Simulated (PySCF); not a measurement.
## PSe: frontier orbitals

B3LYP at R = 2.051 Å; PySCF, no relativity, basis sets P pcseg-1, Se pcseg-1. State: ²Π (doublet), unpaired electrons π ↑. Only the outer orbitals are listed, counted within each symmetry.

```tsv
spin	orbital	occ.	ε (eV)	on P (%)	main shells (%)
α	10σ	1	-20.33	30	66 Se s, 25 P s
α	11σ	1	-14.72	61	60 P s, 29 Se s, 10 Se p
α	12σ	1	-9.16	52	45 Se p, 40 P p, 11 P s
α	5π	1	-8.75	42	57 Se p, 41 P p
α	5π	1	-8.53	37	62 Se p, 36 P p
α	6π	1	-5.44	57	57 P p, 42 Se p
α	6π	0	-3.90	62	61 P p, 37 Se p
α	13σ	0	0.31	71	67 P p, 32 Se p
α	14σ	0	4.44	88	51 P p, 34 P s, 26 Se d
β	10σ	1	-20.05	27	68 Se s, 22 P s
β	11σ	1	-14.04	59	58 P s, 27 Se s, 13 Se p
β	12σ	1	-8.87	54	43 Se p, 40 P p, 14 P s
β	5π	1	-8.42	33	65 Se p, 32 P p
β	5π	1	-7.84	31	68 Se p, 30 P p
β	6π	0	-3.66	65	65 P p, 34 Se p
β	6π	0	-2.96	67	67 P p, 31 Se p
β	13σ	0	0.54	72	67 P p, 31 Se p
```

Question: Which are the highest filled and the lowest empty level, where do they sit, and how wide is the gap?

Answer: Highest filled α 6π at -5.44 eV (in %: 57 P p, 42 Se p); lowest empty α 6π at -3.90 eV (in %: 61 P p, 37 Se p); the gap at B3LYP is 1.54 eV. Both belong to one degenerate shell, split only by its one-sided filling, so this is no excitation gap.

```
bond order (Mayer)                              : 2.27
⟨S²⟩                                            : 0.754
charge on P (Mulliken, basis-dependent)         : 0.17
charge on P (Löwdin, basis-dependent)           : 0.05
dipole moment (positive dipole means P(−)Se(+)) : -0.25 D
polarisability along the bond                   : 65.8 bohr³
polarisability across the bond                  : 24.7 bohr³
```

Spin–orbit coupling is left out. The state is the lowest determinant that a PBE0 search found; another state may lie lower at other levels.
